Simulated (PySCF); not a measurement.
**Electric field gradients and quadrupole coupling constants**

Compound: C4HF5N2S.
Structure used (GFN2-xTB), in Å, numbered top down from 1:
```xyz
13
C4HF5N2S angstrom
F     -1.4868    1.6960    0.7064
C     -1.7464    0.6833   -0.1200
F     -1.6650    1.1366   -1.3682
F     -3.0065    0.3083    0.0897
C     -0.7652   -0.4931    0.1180
F     -1.0863   -1.4924   -0.7441
F     -0.9973   -0.9939    1.3577
C      0.6670   -0.0918   -0.0322
C      1.7845   -0.8892    0.2902
N      2.9155   -0.2715    0.0460
S      2.6084    1.2001   -0.5455
N      1.0042    1.0932   -0.5062
H      1.7694   -1.8852    0.6905
```

Field gradients from the PBE0/pcSseg-1 density (PySCF, non-relativistic), principal values in atomic units, ordered |Vxx| ≤ |Vyy| ≤ |Vzz|:

| atom | Vxx | Vyy | Vzz |
| --- | --- | --- | --- |
| N10 | 0.5085 | 0.5141 | -1.0226 |
| S11 | -0.7646 | -1.6887 | 2.4533 |
| N12 | 0.4904 | 0.5284 | -1.0189 |

Find the asymmetry η = (Vxx − Vyy)/Vzz and the couplings χ = eQV/h (234.96 MHz × Q in barn × V in au), with Q(14N) = 0.02044 b, Q(33S) = −0.0678 b.

| atom | environment | nucleus | η | χzz (MHz) | χxx (MHz) | χyy (MHz) |
| --- | --- | --- | --- | --- | --- | --- |
| N10 | pyridine-type nitrogen | 14N | 0.01 | -4.911 | 2.442 | 2.469 |
| S11 | ring sulfur | 33S | 0.38 | -39.08 | 12.18 | 26.90 |
| N12 | pyridine-type nitrogen | 14N | 0.04 | -4.893 | 2.355 | 2.538 |

The gradient is axial or nearly so (η below 0.05) at N10 and N12. 

What is Vzz at S11 in SI units (1 au = 9.71736 × 10²¹ V/m²)?

2.4533 au = 23.840 × 10²¹ V/m².

What couplings would deuterons (Q(2H) = 0.00286 b) have in place of the hydrogens, at this geometry?

| atom | bonded to | bond length (Å) | Vzz (au) | η | χzz (kHz) |
| --- | --- | --- | --- | --- | --- |
| H13 | C9 | 1.074 | 0.3331 | 0.06 | 224 |

Isolated species at its GFN2-xTB geometry (one conformer only). GFN2-xTB bond lengths can be off by several hundredths of an ångström, more for odd bonds, and the gradients follow them. These gradients aren't converged with respect to the basis.

The run behind these numbers computed NMR shieldings as well. The run took 67 s of wall time on an Arm Neoverse N1 with one thread, shared host with 64 logical CPUs at a one-minute load of 50, and the process peaked at 0.94 GiB of memory.
